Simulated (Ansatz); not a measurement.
`O[Si](F)(F)[S]` radical, relaxed with UKS PBE0-D4/def2-TZVP in Ansatz from a PBE-D4/def2-SVP geometry. The force threshold is 0.005 eV/Å; the program also tests the step.

The species carries charge 0 and has multiplicity 2.

Start:

```xyz
6

O    -0.586   -1.102    0.479
Si   -0.051    0.372   -0.052
F    -1.376    1.293   -0.145
F     0.935    1.105    1.011
S     0.978    0.118   -1.877
H     0.099   -1.786    0.583
```

```
step  energy (eV)  largest force (eV/Å)  largest move (Å)
   1  -26204.5149                 1.377             0.000
   2  -26204.5852                 0.822             0.028
   3  -26204.6169                 0.081             0.031
   4  -26204.6177                 0.092             0.006
   5  -26204.6186                 0.056             0.012
   6  -26204.6189                 0.020             0.008
   7  -26204.6189                 0.008             0.006
   8  -26204.6190                 0.007             0.004
   9  -26204.6190                 0.003             0.001
```

End:

```xyz
6

O    -0.571   -1.073    0.503
Si   -0.055    0.357   -0.042
F    -1.345    1.252   -0.149
F     0.922    1.087    0.962
S     0.984    0.164   -1.862
H     0.065   -1.786    0.588
```

Hardware: 4 threads of an Arm Neoverse V2 on a shared host. Wall time 68 s, peak host memory 0.77 GiB.
